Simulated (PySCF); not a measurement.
# GeB: one state, many levels of theory

State: ⁴Σ⁻ (quartet), unpaired electrons σ ↑, π ↑↑. Set-up: Ge cc-pVDZ-PP with ECP10, B cc-pVDZ; scalar-relativistic core potentials (PySCF 2.14). De refers to Ge + B in their high-spin ground configurations, without counterpoise correction. The functionals are run spin-unrestricted. A positive dipole means Ge(−)B(+).

```json
{"Level": "UHF", "Re (Å)": "1.949", "ωe (cm⁻¹)": "704", "De (eV)": "1.92", "μ (D)": "-0.31"}
{"Level": "UHF-MP2", "Re (Å)": "1.999", "ωe (cm⁻¹)": "667", "De (eV)": "2.80", "μ (D)": "n/a"}
{"Level": "UHF-SCS-MP2", "Re (Å)": "2.002", "ωe (cm⁻¹)": "648", "De (eV)": "2.43", "μ (D)": "n/a"}
{"Level": "UHF-CCSD", "Re (Å)": "2.010", "ωe (cm⁻¹)": "618", "De (eV)": "2.53", "μ (D)": "n/a"}
{"Level": "UHF-CCSD(T)", "Re (Å)": "2.020", "ωe (cm⁻¹)": "615", "De (eV)": "2.68", "μ (D)": "n/a"}
{"Level": "LDA", "Re (Å)": "1.990", "ωe (cm⁻¹)": "637", "De (eV)": "3.98", "μ (D)": "-1.06"}
{"Level": "PBE", "Re (Å)": "2.015", "ωe (cm⁻¹)": "611", "De (eV)": "3.42", "μ (D)": "-1.04"}
{"Level": "PBEsol", "Re (Å)": "2.004", "ωe (cm⁻¹)": "623", "De (eV)": "3.67", "μ (D)": "-1.01"}
{"Level": "r²SCAN", "Re (Å)": "1.989", "ωe (cm⁻¹)": "648", "De (eV)": "3.41", "μ (D)": "-0.72"}
{"Level": "PBE0", "Re (Å)": "1.988", "ωe (cm⁻¹)": "647", "De (eV)": "3.19", "μ (D)": "-0.89"}
{"Level": "B97-3", "Re (Å)": "1.997", "ωe (cm⁻¹)": "635", "De (eV)": "3.02", "μ (D)": "-1.01"}
{"Level": "ωB97X", "Re (Å)": "1.962", "ωe (cm⁻¹)": "692", "De (eV)": "2.98", "μ (D)": "-0.95"}
```

The bond length runs from 1.949 Å (UHF) to 2.020 Å (UHF-CCSD(T)). De spans 1.92 eV (UHF, mean field) to 3.98 eV (LDA, local density). Correlation at CCSD(T) changes the Hartree–Fock bond energy by +0.76 eV; the triples alone change it by +0.15 eV.

Correlated steps freeze 5 core orbitals. Correlated levels converge slowly with the basis: in double zeta they bind strong bonds too weakly, by up to about 1 eV, and carry superposition errors of some tenths. Spin–orbit coupling is left out. The state is the lowest determinant that a PBE0 search found; another state may lie lower at other levels.
